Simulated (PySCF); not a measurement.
Compound: CH8NPSSi.
Numbering: `[CH3:1][S:2][Si@@H:3]([NH2:4])[PH2:5]` (hydrogens: H6, H7, H8 on C1; H9 on Si3; H10, H11 on N4; H12, H13 on P5)

Geometry (PBE0-D3(BJ)/def2-SVP, Å), atoms numbered from 1 in this order:
```
atom  x, y, z in Å
C1    -1.898   -0.978   -0.455
S2    -0.705   -0.491   -1.746
Si3    0.752    0.469   -0.511
N4     0.019    1.710    0.440
P5     1.573   -1.015    0.990
H6    -2.856   -1.177   -0.954
H7    -2.027   -0.160    0.267
H8    -1.566   -1.885    0.067
H9     1.775    0.930   -1.500
H10    0.311    1.888    1.394
H11   -0.379    2.535    0.005
H12    2.645   -0.164    1.409
H13    2.365   -1.675    0.003
```

Method: PySCF 2.14.0, PBE0-D3(BJ)/def2-SVP geometry optimisation, gas phase.

Masses are those of the commonest isotopes; rigid-rotor values at the optimised geometry. The values belong to one conformer with, in the numbering `[CH3:1][S:2][Si@@H:3]([NH2:4])[PH2:5]`, C1–S2–Si3–N4 -55°, S2–Si3–N4–H 143° and -66°, S2–Si3–P5–H 169° and 75°.

Q: What are A, B and C (cm⁻¹)?

A: Ia = 169.32, Ib = 313.60, Ic = 370.82 u·Å²; 505379 MHz·u·Å²/I gives 2985, 1612 and 1363 MHz, that is A = 0.09956, B = 0.05375, C = 0.04546 cm⁻¹.

Q: What kind of rotor is it?

A: An asymmetric top. Ray's parameter κ = (2B − A − C)/(A − C) = -0.693; −1 is the prolate and +1 the oblate limit.

Q: Is it planar, by Δ = Ic − Ia − Ib?

A: Not planar: Δ = Ic − Ia − Ib = -112.10 u·Å². For a rigid frame Δ = −2 Σ m c², so Σ m c² = 56.05 u·Å² lies off the ab plane: 14.43 from hydrogen and 41.62 from heavier atoms. The atom farthest from that plane is 1.91 Å away.

Q: Give the other two planar moments, Paa and Pbb, and the rms extents of the mass along the axes.

A: Paa = Σ m a² = (Ib + Ic − Ia)/2 = 257.55 and Pbb = Σ m b² = (Ia + Ic − Ib)/2 = 113.27 u·Å². With the mass M = 124.99 u, the rms extents √(P/M) along a, b and c are 1.44, 0.95, 0.67 Å.

Q: Where do the levels up to J = 2 lie, in K?

A: Above 0(0,0), as E/k:
J = 1: 1(0,1) 0.143, 1(1,1) 0.209, 1(1,0) 0.221
J = 2: 2(0,2) 0.427, 2(1,2) 0.482, 2(1,1) 0.518, 2(2,1) 0.716, 2(2,0) 0.717
Those of J = 1 are B + C, A + C and A + B.

Q: Predict some low-J microwave lines.

A: The dipole components are |μa| = 0.91 D, |μb| = 1.72 D, |μc| = 1.14 D. Intensities carry the squares of the components, which stand as 0.28 : 1.00 : 0.44 (a : b : c). Some lines, for components of 0.1 D or more:

| type | branch | J(Ka,Kc) | MHz | lower level (cm⁻¹) |
| --- | --- | --- | --- | --- |
| c | Q | 1(1,1) ← 1(0,1) | 1373 | 0.099 |
| c | Q | 4(2,3) ← 4(1,3) | 3315 | 1.081 |
| b | Q | 5(1,4) ← 5(0,5) | 4057 | 1.457 |
| b | R | 1(1,1) ← 0(0,0) | 4348 | 0.000 |
| b | Q | 3(2,2) ← 3(1,3) | 5257 | 0.620 |
| b | Q | 5(3,2) ← 5(2,3) | 6858 | 1.716 |
| c | Q | 3(3,1) ← 3(2,1) | 7355 | 0.800 |
| b | R | 3(1,3) ← 2(0,2) | 9687 | 0.297 |
| c | Q | 5(4,2) ← 5(3,2) | 10354 | 1.945 |
| b | R | 3(2,2) ← 2(1,1) | 13043 | 0.360 |
| c | R | 3(2,2) ← 2(1,2) | 13789 | 0.335 |
| a | R | 5(1,5) ← 4(1,4) | 14138 | 0.998 |
| a | R | 5(3,2) ← 4(3,1) | 15004 | 1.445 |
| a | R | 5(2,3) ← 4(2,2) | 15313 | 1.206 |
| b | R | 4(2,3) ← 3(1,2) | 15641 | 0.669 |
| b | R | 3(3,1) ← 2(2,0) | 16398 | 0.498 |
| c | R | 5(2,3) ← 4(1,3) | 19063 | 1.081 |
| c | R | 4(4,1) ← 3(3,1) | 22386 | 1.045 |
| b | R | 4(4,0) ← 3(3,1) | 22387 | 1.045 |
| b | R | 5(4,2) ← 4(3,1) | 25357 | 1.445 |
| c | R | 5(5,0) ← 4(4,0) | 28355 | 1.792 |

Q: Estimate the classical rotational partition function at 10 K, 50 K and 200 K.

A: Point group C1, symmetry number σ = 1; q = (√π/σ)·√((kT/h)³/(ABC)), k/h = 20836.6 MHz/K: 2080 at 10 K, 23300 at 50 K, 186000 at 200 K.

Stationary, but not proved a minimum. No vibrational averaging or centrifugal distortion is included, and the geometry carries the error of its method. A rigid rotor knows nothing of inversion at nitrogen or internal rotation, which can split or shift real lines. Quadrupole hyperfine structure (14N) is left out.

Hardware: one thread of an Arm Neoverse V1, shared host. Cost: 59 s of wall time, 0.53 GiB resident at most. This is the geometry optimisation.
